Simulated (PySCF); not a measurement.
C₇H₁₃NP (charge +1).
Numbering: `[CH2:1]=[CH:2][CH2:3][P@@H+:4]([CH3:5])[CH2:6][CH2:7][C:8]#[N:9]` (hydrogens: H10, H11 on C1; H12 on C2; H13, H14 on C3; H15 on P4; H16, H17, H18 on C5; H19, H20 on C6; H21, H22 on C7)

The same species was optimised twice, with GFN2-xTB and with PBE0-D3(BJ)/def2-SVP (PySCF), and the same property calculations (PySCF, gas phase) were run on both structures.

```json
{"coordinate": "C7–C8 (Å)", "GFN2-xTB": "1.443", "PBE0-D3(BJ)/def2-SVP": "1.458", "change": "+0.015"}
{"coordinate": "C8≡N9 (Å)", "GFN2-xTB": "1.142", "PBE0-D3(BJ)/def2-SVP": "1.157", "change": "+0.015"}
{"coordinate": "C1=C2 (Å)", "GFN2-xTB": "1.320", "PBE0-D3(BJ)/def2-SVP": "1.334", "change": "+0.014"}
{"coordinate": "P4–C6 (Å)", "GFN2-xTB": "1.824", "PBE0-D3(BJ)/def2-SVP": "1.817", "change": "-0.007"}
{"coordinate": "P4–C5 (Å)", "GFN2-xTB": "1.804", "PBE0-D3(BJ)/def2-SVP": "1.797", "change": "-0.007"}
{"coordinate": "C2–C3 (Å)", "GFN2-xTB": "1.506", "PBE0-D3(BJ)/def2-SVP": "1.501", "change": "-0.005"}
{"coordinate": "C6–C7 (Å)", "GFN2-xTB": "1.539", "PBE0-D3(BJ)/def2-SVP": "1.535", "change": "-0.004"}
{"coordinate": "C3–P4 (Å)", "GFN2-xTB": "1.818", "PBE0-D3(BJ)/def2-SVP": "1.816", "change": "-0.002"}
{"coordinate": "P4–C6–C7 (°)", "GFN2-xTB": "112.6", "PBE0-D3(BJ)/def2-SVP": "114.6", "change": "+2.0"}
{"coordinate": "C6–C7–C8 (°)", "GFN2-xTB": "109.3", "PBE0-D3(BJ)/def2-SVP": "111.3", "change": "+2.0"}
{"coordinate": "C2–C3–P4 (°)", "GFN2-xTB": "109.4", "PBE0-D3(BJ)/def2-SVP": "111.2", "change": "+1.8"}
{"coordinate": "C7–C8–N9 (°)", "GFN2-xTB": "174.8", "PBE0-D3(BJ)/def2-SVP": "174.0", "change": "-0.8"}
{"coordinate": "C3–P4–C6 (°)", "GFN2-xTB": "108.8", "PBE0-D3(BJ)/def2-SVP": "109.3", "change": "+0.5"}
{"coordinate": "C5–P4–C6 (°)", "GFN2-xTB": "112.3", "PBE0-D3(BJ)/def2-SVP": "111.7", "change": "-0.6"}
{"coordinate": "C3–P4–C5 (°)", "GFN2-xTB": "112.1", "PBE0-D3(BJ)/def2-SVP": "112.5", "change": "+0.4"}
{"coordinate": "C1–C2–C3 (°)", "GFN2-xTB": "123.7", "PBE0-D3(BJ)/def2-SVP": "123.9", "change": "+0.2"}
{"coordinate": "C1–C2–C3–P4 (°)", "GFN2-xTB": "116", "PBE0-D3(BJ)/def2-SVP": "109", "change": "-7"}
{"coordinate": "C2–C3–P4–C5 (°)", "GFN2-xTB": "174", "PBE0-D3(BJ)/def2-SVP": "175", "change": "+1"}
{"coordinate": "C3–P4–C6–C7 (°)", "GFN2-xTB": "-176", "PBE0-D3(BJ)/def2-SVP": "-178", "change": "-2"}
{"coordinate": "P4–C6–C7–C8 (°)", "GFN2-xTB": "-40", "PBE0-D3(BJ)/def2-SVP": "-46", "change": "-6"}
```

Rotational constants: A = 2178, B = 805.8, C = 707.7 MHz (GFN2-xTB) against A = 2050, B = 798.0, C = 693.1 MHz (PBE0-D3(BJ)/def2-SVP). Point groups within 0.08 Å: C1 and C1.

On the GFN2-xTB structure: HOMO (eV) -11.91 [PBE0/pcSseg-1]; LUMO (eV) -4.38 [PBE0/pcSseg-1]; GIAO shielding of C1 (ppm) 46.1 [PBE0/pcSseg-1]; GIAO shielding of C2 (ppm) 59.8 [PBE0/pcSseg-1]; GIAO shielding of C3 (ppm) 155.7 [PBE0/pcSseg-1]; GIAO shielding of P4 (ppm) 334.4 [PBE0/pcSseg-1]; GIAO shielding of C5 (ppm) 182.9 [PBE0/pcSseg-1]; GIAO shielding of C6 (ppm) 168.1 [PBE0/pcSseg-1]; GIAO shielding of C7 (ppm) 175.6 [PBE0/pcSseg-1]; GIAO shielding of C8 (ppm) 66.5 [PBE0/pcSseg-1].

Task: What do these properties become on the PBE0-D3(BJ)/def2-SVP structure?

Result: 
| property | level | on GFN2-xTB | on PBE0-D3(BJ)/def2-SVP | change |
| --- | --- | --- | --- | --- |
| HOMO (eV) | PBE0/pcSseg-1 | -11.91 | -11.89 | +0.02 |
| LUMO (eV) | PBE0/pcSseg-1 | -4.38 | -4.47 | -0.09 |
| energy, GFN2-xTB geometry as zero (kcal/mol) | PBE0/pcSseg-1 | 0.0 | -1.5 | -1.5 |
| GIAO shielding of C1 (ppm) | PBE0/pcSseg-1 | 46.1 | 41.2 | -4.9 |
| GIAO shielding of C2 (ppm) | PBE0/pcSseg-1 | 59.8 | 57.8 | -2.0 |
| GIAO shielding of C3 (ppm) | PBE0/pcSseg-1 | 155.7 | 155.9 | +0.2 |
| GIAO shielding of P4 (ppm) | PBE0/pcSseg-1 | 334.4 | 333.9 | -0.5 |
| GIAO shielding of C5 (ppm) | PBE0/pcSseg-1 | 182.9 | 182.5 | -0.4 |
| GIAO shielding of C6 (ppm) | PBE0/pcSseg-1 | 168.1 | 167.7 | -0.4 |
| GIAO shielding of C7 (ppm) | PBE0/pcSseg-1 | 175.6 | 173.0 | -2.6 |
| GIAO shielding of C8 (ppm) | PBE0/pcSseg-1 | 66.5 | 65.1 | -1.4 |

The heavy atoms differ by 0.101 Å rms after alignment. Among bonds between heavy atoms C1=C2, C7–C8 and C8≡N9 change most and about equally (+0.014 to +0.015 Å). Changes are differences of the printed values. Neither structure is proved a minimum here. Geometry: PBE0-D3(BJ)/def2-SVP, one conformer, isolated ion.

Shape of the structure used: `[CH2:1]=[CH:2][CH2:3][P@@H+:4]([CH3:5])[CH2:6][CH2:7][C:8]#[N:9]`: C1–C2–C3–P4 109°, C2–C3–P4–C5 175°, C3–P4–C6–C7 -178°, P4–C6–C7–C8 -46°.
